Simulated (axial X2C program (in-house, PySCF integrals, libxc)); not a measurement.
# SeF: nuclear properties from DFT to coupled cluster

Computed with an axial X2C code built on PySCF integrals: two-component X2C with atomic mean-field Coulomb and Gaunt terms, Gaussian nuclei, basis Se dyall-acv3z, F dyall-av3z with contracted cores.

R = 1.741 Å (near the PBE0 minimum at charge 0 of the determinant lowest at the starting distance; the state shown can have its own minimum elsewhere); state Ω = 3/2 (⟨Sz⟩ = 0.50, ⟨Lz⟩ = 1.00 at PBE0).

```
level  Eeff magnitude (GV/cm)  Ws magnitude Se (kHz)  A∥/gI Se (MHz)  qzz Se (a.u.)  A∥/gI F (MHz)  μ (D)
 PBE0                   0.335                  0.102             469           8.40           45.7  -1.46
   HF                   0.995                   0.29             516           8.75           36.7  -1.88
B3LYP                    0.26                 0.0803             483           8.57           47.1  -1.49
```

Eeff is the effective electric field on the electron electric dipole moment in this Ω state and Ws the scalar–pseudoscalar constant of the nucleus named (defined with the proton number Z and per Ω); A∥ (defined per Ω) follows by multiplying with gI = μI/(I μN); qzz is the electric field gradient, eQq0 = 234.96 MHz × Q/barn × qzz; μ is positive if the F end (last atom) is positive. The operators were transformed with the bare-nucleus X2C matrices; with these basis sets, hyperfine constants and field gradients can be off by tens of per cent, and where levels differ in sign neither size nor sign is settled.

Finite-field MP2, CCSD and CCSD(T), with 23 electrons correlated in 130 natural virtual spinors (MP2 remainder added):

```csv
level,Eeff magnitude (GV/cm),Ws magnitude Se (kHz),A∥/gI Se (MHz),qzz Se (a.u.),A∥/gI F (MHz),μ (D)
MP2,0.0467,0.0195,476,8.44,35.2,-1.56
CCSD,0.337,0.103,504,8.32,38.2,-1.61
CCSD(T),0.27,0.0837,500,8.19,40.5,-1.52
```

T1 = 0.014 (Lee–Taylor). One unrestricted determinant, the lowest of a limited PBE0 search, is the reference; the functionals treat spin collinearly. Eeff spreads by more than a factor of two over the levels. Correlation of the inner shells is missing, which matters for properties at the nucleus. Number of frozen shells: Se 3 s, 2 p; F 1 s.

**Question.** By how much does correlation change each value, CCSD(T) against HF?

**Answer.** Eeff magnitude -73 %; Ws magnitude Se -71 %; A∥/gI Se -3 %; qzz Se -6 %; A∥/gI F 10 %; μ -19 %.
